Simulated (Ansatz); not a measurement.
CH6SiTe, SMILES `C[SiH2][TeH]`. The species carries charge 0 and has multiplicity 1. Te: def2 effective core potential.

Cartesian coordinates in Å:
```
C 0.0490 -1.0643 -0.6435
Si -0.0379 0.7660 -0.2855
Te -0.9054 1.2574 2.0074
H 0.4048 -1.2341 -1.6635
H -0.9345 -1.5246 -0.5342
H 0.7363 -1.5588 0.0461
H -1.0100 1.4479 -1.1803
H 1.2980 1.3936 -0.4600
H 0.3997 0.5170 2.7136
```

What are the harmonic wavenumbers in cm⁻¹ at PBE0-D4/def2-TZVP (Ansatz, finite differences of forces, unscaled)? (Best estimate.)

Computed: 127, 157, 168, 328, 413, 526, 664, 687, 736, 878, 888, 934, 1274, 1443, 1448, 2149, 2218, 2227, 3051, 3135, 3149.

Is this a minimum?

Yes, all 21 modes are real.

Give the ideal-gas thermochemistry at 298.15 K and 1 bar (rigid rotor, harmonic oscillator; point group C1, symmetry number 1).

Zero-point energy 159.1 kJ/mol; H(298) − E = 177.8 kJ/mol; entropy 335.2 J/(mol·K), of which translation 173.2, rotation 110.8, vibration 51.2; G(298) − E = 77.9 kJ/mol.

And at 400, 500, 600, 800 and 1000 K?


| T (K) | H − E (kJ/mol) | S (J/mol/K) | G − E (kJ/mol) |
| --- | --- | --- | --- |
| 400 | 188.2 | 365.0 | 42.2 |
| 500 | 199.8 | 390.8 | 4.4 |
| 600 | 212.5 | 414.1 | -35.9 |
| 800 | 240.9 | 454.7 | -122.9 |
| 1000 | 272.2 | 489.6 | -217.4 |
